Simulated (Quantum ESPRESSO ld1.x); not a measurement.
Values are calculated unless marked as measured or tabulated.
All-electron atom: Os3+ in [Kr] 4d10 4f14 5s2 5p5.5 5d5 5f0.5 (fractional occupations, a model configuration). Code: ld1.x of Quantum ESPRESSO 7.5. Model: Dirac Kohn-Sham, Slater X-alpha with alpha = 1, spin-unpolarised, spherical densities, point nucleus; open shells fill j = l - 1/2 first.

Normalised radial functions P(r) = r R(r) (large component), r in bohr:

```
   r/bohr * 5p1/2, o 5f7/2 (the largest magnitude, 1.13, reaches the edge; | marks zero, & curves that meet)
 0.003658                             o*
 0.004293                             o*
 0.004998                             o*
 0.005865                             o*
 0.006828                             o *
 0.008013                             o *
 0.009328                             o  *
  0.01095                             o  *
  0.01274                             o   *
  0.01495                             o   *
  0.01741                             o    *
  0.02043                             o     *
  0.02378                             o     *
  0.02791                             o      *
  0.03249                             o      *
  0.03813                             o      *
  0.04439                             o     *
  0.05209                             o    *
  0.06064                             o  *
  0.07117                             &
  0.08285                          *  o
  0.09722                      *      |o
   0.1132                    *        |o
   0.1328                   *         |o
   0.1546                    *        |o
   0.1815                        *    | o
   0.2112                             |*o
   0.2479                             |  o   *
   0.2886                             |  o        *
   0.3387                             |  o           *
   0.3943                             |  o         *
   0.4627                             |  o  *
   0.5386                          *  | o
   0.6321                *            |o
   0.7358        *                    o
   0.8635   *                        o|
    1.005  *                       o  |
     1.18     *                  o    |
    1.373          *           o      |
    1.612                *    o       |
    1.876                   o *       |
    2.202                  o      *   |
    2.563                 o         * |
    3.008                o           *|
    3.502                o            *
    4.109                  o          *
    4.784                   o         *
    5.614                      o      *
    6.536                        o    *
     7.67                          o  *
    8.929                            o*
    10.48                             &
     12.2                             &
```

5p1/2: eigenvalue -102.09 eV, 3 radial nodes at r = 0.0704, 0.208, 0.515 bohr, <r> = 1.07 bohr, 90 % of the charge inside 1.54 bohr. 5f7/2 (empty): eigenvalue -12.175 eV, 1 radial node at r = 0.740 bohr, <r> = 3.62 bohr, 90 % of the charge inside 5.54 bohr.
